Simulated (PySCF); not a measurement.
**Trend along the fourth-period p block: MPb cations**

PBE0 with double-zeta basis sets in PySCF, for the lowest determinant that a PBE0 search found; no spin–orbit coupling. De refers to high-spin ground-configuration atoms (the charge goes to the atom of lower measured ionisation energy or higher electron affinity, which is not always the lowest computed limit). A positive dipole points towards Pb; it is taken about the centre of mass and depends on that origin.

```
 M       basis  charged atom  state (unpaired electrons)  Re (Å)  ωe (cm⁻¹)  De (eV)  μ (D)
Ga  cc-pVDZ-PP           Ga+          triplet (σ ↑, π ↑)   3.119       95.9      n/a  -3.83
Ge    def2-SVP           Pb+         quartet (σ ↑, π ↑↑)   2.679        188      n/a  -0.79
As    def2-SVP           Pb+              triplet (π ↑↑)   2.699        205      n/a   1.03
Se    def2-SVP           Pb+               doublet (π ↑)   2.595        232      n/a   2.36
Br    def2-SVP           Pb+      singlet (closed shell)   2.517        261      n/a   3.66
```

The shortest bond is that of PbBr⁺ (2.517 Å), the longest that of GaPb⁺ (3.119 Å).

The rows differ in basis set, which adds steps of its own.

The state changes along the series, so neighbouring rows are not always alike in their bonding.

Spin–orbit coupling is left out, which matters for elements this heavy, above all for dissociation energies. States were picked by a PBE0 search and need not be the measured ground states.
